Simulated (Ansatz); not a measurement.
C$_{4}$H$_{9}$KO, charge +1, doublet, at a GFN2-xTB geometry (such geometries of metal compounds can be far from the true shape) (a state made from the parent by changing its charge; the spin is typed, not shown lowest). Base run: HF/STO-3G (Ansatz, a program for electronic structure).

The Ansatz input:
Ansatz 0.2 input:
```yaml
crystal:
  periodic: [false, false, false]
  atoms:
    - {symbol: K, position_ang: [1.17865806, 1.52044927, 1.52233295]}
    - {symbol: O, position_ang: [-0.07021041, 0.34670475, 0.18173222]}
    - {symbol: C, position_ang: [-0.44982916, -0.63310286, -0.61390364]}
    - {symbol: C, position_ang: [0.58467577, -1.73806561, -0.79749522]}
    - {symbol: C, position_ang: [-1.80765986, -1.23536986, -0.08292799]}
    - {symbol: C, position_ang: [-0.86626122, -0.03344013, -2.01224332]}
    - {symbol: H, position_ang: [0.21879920, -2.51530211, -1.46022741]}
    - {symbol: H, position_ang: [0.82498563, -2.18539989, 0.16721414]}
    - {symbol: H, position_ang: [1.50078357, -1.32257558, -1.21777545]}
    - {symbol: H, position_ang: [-1.59699646, -1.68279658, 0.88533723]}
    - {symbol: H, position_ang: [-2.16598743, -1.98523185, -0.77797481]}
    - {symbol: H, position_ang: [-2.54376880, -0.44700386, 0.03496130]}
    - {symbol: H, position_ang: [0.03104959, 0.39580950, -2.45120272]}
    - {symbol: H, position_ang: [-1.61081285, 0.74414666, -1.87705145]}
    - {symbol: H, position_ang: [-1.25642553, -0.82394965, -2.64204347]}
basis:
  gaussian:
    orbitals: STO-3G
hamiltonian:
  xc: hf
total_charge: 1
magnetization: {spin_polarized: true, initial_magnetization: 1}
```

The bond that is stretched is that between atoms 7 and 4. A test that says stable can miss a lower solution.

The base run was repeated with changes; each row names its change, and settings that it needs were set with it.

```tsv
change	ΔE vs base (kcal/mol)	<S^2>	stability test says
base	0.000	0.758	minimum
spin_polarized = on; lower_state_search = off	0.000	0.758	undecided (no full test)
spin_polarized = on; lower_state_search = standard	0.000	0.758	minimum
bond × 1.25	27.36	0.758	minimum
spin_polarized = on; lower_state_search = off; bond × 1.25	27.36	0.758	undecided (no full test)
spin_polarized = on; lower_state_search = standard; bond × 1.25	27.36	0.758	minimum
bond × 1.5	76.3	0.955	minimum
spin_polarized = on; lower_state_search = off; bond × 1.5	76.3	0.955	undecided (no full test)
spin_polarized = on; lower_state_search = standard; bond × 1.5	76.3	0.955	minimum
bond × 1.8	105.3	1.511	minimum
spin_polarized = on; lower_state_search = off; bond × 1.8	109.3	1.482	undecided (no full test)
spin_polarized = on; lower_state_search = standard; bond × 1.8	105.3	1.511	minimum
bond × 2.2	115.2	1.715	minimum
spin_polarized = on; lower_state_search = off; bond × 2.2	119.4	1.685	undecided (no full test)
spin_polarized = on; lower_state_search = standard; bond × 2.2	115.2	1.715	minimum
bond × 3.0	117.6	1.768	minimum
spin_polarized = on; lower_state_search = off; bond × 3.0	122.1	1.739	undecided (no full test)
spin_polarized = on; lower_state_search = standard; bond × 3.0	117.6	1.768	minimum
```

On stretching, the SCF can end on different states; <S^2> shows the spin contamination of each.
